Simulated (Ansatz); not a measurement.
## A basis-limit estimate, worked out

An elementary step of Si2NH6Cl3, singlet (Si₂H₃Cl₃ ([SiH3][Si]([Cl])([Cl])[Cl]) + NH₃ → SiNH₂Cl₃ ([NH2][Si]([Cl])([Cl])[Cl]) + SiH₄; Si–Si, H–N broken or loosened, Si–N, Si–H formed or tightened). “Start” and “end” are the PBE0-D4/def2-TZVP structures reached by relaxing down either side of its saddle point, with the molecules still in contact.

Computed with Ansatz 0.2.0 (basis: def2-TZVPP and def2-QZVPP); correlated methods freeze the cores.

Energies in eV:

| quantity | end | start |
| --- | --- | --- |
| Hartree–Fock, triple zeta (X = 3) | -54819.60960 | -54818.80341 |
| Hartree–Fock, quadruple zeta (X = 4) | -54821.22452 | -54820.39403 |
| MP2 correlation, X = 3 | -28.29873 | -28.54997 |
| MP2 correlation, X = 4 | -30.89487 | -31.16963 |
| CCSD(T) correlation, X = 3 | -31.75819 | -32.04823 |

Question: Work out the step energy at the basis limit: extrapolate Hartree–Fock as E(X) = E∞ + A exp(−7.88 √X) and the MP2 correlation as E(X) = E∞ + B X^−2.97 (the exponents that Neese and Valeev fitted for def2-TZVPP and QZVPP), then add CCSD(T) − MP2 in triple zeta.

Answer: Each step is linear, so take the differences first (end − start): Hartree–Fock -0.80619 (X = 3) and -0.83049 (X = 4); MP2 correlation 0.25124 and 0.27476; CCSD(T) correlation 0.29004.
Two points give E∞ = E(4) + w [E(4) − E(3)], with w = 1/(exp(7.88 (2 − √3)) − 1) = 0.1377 for Hartree–Fock and w = 1/((4/3)^2.97 − 1) = 0.7407 for the correlation.
Hartree–Fock: -0.83049 + 0.1377 × (-0.02430) = -0.8338 eV.
MP2 correlation: 0.27476 + 0.7407 × 0.02352 = 0.2922 eV.
CCSD(T) − MP2: 0.29004 − 0.25124 = 0.0388 eV.
Sum: -0.8338 + 0.2922 + 0.0388 = -0.5028 eV, or -11.59 kcal/mol. Plain CCSD(T) in triple zeta gives -0.5161 eV, so the larger basis shifts the result by 0.0133 eV.

The T1 diagnostic stays at or below 0.011.

Labels in which every atom is bracketed show which atoms are joined, not bond orders.

For scale, one of the runs: CCSD(T)/def2-TZVPP, 325 basis functions, launched by `ansatz run in.yaml --threads 4 --pin off --events-out ev --progress --plain --max-ram 66560MiB --backend cuda --devices 0, --max-vram 37GiB`. Time: 11 s of wall clock on 4 CPU threads of an AMD EPYC 7R13 and a share of one NVIDIA H100; the host was shared. Peak host memory: 0.82 GiB.
